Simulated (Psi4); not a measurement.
C$_{2}$F$_{5}$ (SMILES F[C](F)C(F)(F)F), doublet, geometry from GFN2-xTB. Base run: CCSD/STO-3G (Psi4).

Psi4 was given this input:
```
memory 2 GB

molecule {
0 2
  F     1.33263497   -1.34508685   -0.09956568
  C     0.89342460   -0.10323390   -0.22295752
  F     1.69497119    0.76164160    0.37691203
  C    -0.59425481    0.11916949   -0.07500397
  F    -1.03231455   -0.08973964    1.18180137
  F    -0.91885164    1.36923302   -0.39550019
  F    -1.27588651   -0.70667185   -0.86500654
}

set basis sto-3g
set reference uhf

energy('ccsd')
print_variables()
```

The base run was repeated with changes; each row names its change, and settings that it needs were set with it.

```csv
change,ΔE vs base (mEh),MP2 correlation (Eh),basis functions,core-seconds (rough),outcome
base,0.000,-0.16421,35,10,converged
method = lccd,(withheld),-0.16421,35,6,converged
method = mp2.5,(withheld),-0.16419,35,6,converged
method = mp2,40.725,-0.16419,35,5,converged
method = scs-mp2,34.503,-0.16421,35,5,converged
method = omp2,33.884,-0.16419,35,10,converged
puream = on,0.000,-0.16421,35,10,converged
puream = off,0.000,-0.16421,35,8,converged
method = cisd,-,-,-,-,input refused
cc_type = df,-0.587,-0.16419,35,20,converged
```

Question: Complete the blanks.

Answer: 
- method = lccd, ΔE vs base (mEh): 1.191
- method = mp2.5, ΔE vs base (mEh): 27.264

Open shells are given as the SCF converged; they aren't shown to be the lowest states, and a large step between rows can be another state.

- method = cisd: ended with `psi4.driver.p4util.exceptions.MissingMethodError: Method=cisd is not available for any derivative level under conditions CI_TYPE=CONV, REFERENCE=UHF, FREEZE_CORE=FALSE, QC_MODULE=(auto). See https://psicode.org/psi4manual/master/introduction.html#ss-cisd. Or d`
